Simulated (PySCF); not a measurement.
## Does the structure fit the spectrum?

A compound C7H9NOSi gives the data below (simulated from a calculation) and was assigned the structure `C=CC1=C([Si@@H](C#N)OC)C1`.

13C{1H} NMR (computed): δ 123.5 (CH, 2C), 116.8 (CH, 2C), 101.9 (CH), 87.3 (C), 76.5 (CH2).

1H NMR (400 MHz, computed): δ 6.76 (m, 2H), 6.54 (m, 2H), 5.65 (s, 2H), 4.54 (d, 2H), 1.82 (t, 1H).

Computational details: coordinates at the GFN2-xTB level, σ from GIAO-PBE0/pcSseg-1, in PySCF (relativity neglected, single conformer, rapidly exchanging positions averaged, in vacuum).

δ = σ(ref) − σ, references computed at the same level: TMS for 1H (σref 31.72) and 13C (σref 186.93).

Question: Compare with the shifts computed for the proposed structure, pairing carbons in order of shift.

Answer: Atom-mapped SMILES (the numbers label the heavy atoms): `[CH2:1]=[CH:2][C:3]1=[C:4]([Si@@H:5]([C:6]#[N:7])[O:8][CH3:9])[CH2:10]1`. Each H is labelled by its parent atom.

```csv
atom,computed for proposal,given list,difference
C3,147.2,123.5,+23.7
C1,137.7,123.5,+14.2
C2,132.6,116.8,+15.8
C6,123.9,116.8,+7.1
C4,112.6,101.9,+10.7
C9,53.5,87.3,-33.8
C10,9.7,76.5,-66.8
```

The rms difference is 31.1 ppm and the largest -66.8 ppm at C10 (three-membered-ring carbon). The proposal also would give 7 carbon signals, not 5. The carbon types in order of shift don't match either: C, CH2, CH, C, C, CH3, CH2 for the proposal against CH, CH, CH, CH, CH, C, CH2 in the data. The proposal doesn't fit.

Question: Which isomer fits?

Answer: SMILES C#C[SiH2]OCn1cccc1.

1. Carbon types of the structure: 1 × C, 5 × CH, 1 × CH2, leaving 2 H on heteroatoms.
2. δC 116.8: aromatic CH.
3. δC 101.9: terminal alkyne carbon; the triple bond shields along its axis, which puts it between sp3 and sp2 carbons.
4. δC 87.3: alkyne carbon; the triple bond shields along its axis, which puts it between sp3 and sp2 carbons.
5. δC 76.5: sp3 CH2 bonded to N and O; 2 electronegative neighbours deshield it.

Other isomers checked: O=CN[C@]12C=C[C@@]1([SiH3])C=C2 (rms 34.1 ppm); N#C/C=C\C1=CC[SiH2]CO1 (rms 34.2 ppm).

This is the structure that produced the data.

Shifts are as computed. Against solution values, carbons near 30 ppm lie about +3 ppm off and those near 130 ppm about +5 ppm. Of 1309 compounds with measured shifts, 239 miss one by over three times the rms of a fit or turn the order of signals round; such compounds aren't used in these exercises. No couplings were computed; multiplicities are counted from neighbouring protons, with m where these are inequivalent, close in shift, in a saturated or five-membered ring or joined by F or P, and br s for small geminal =CH2 splittings.
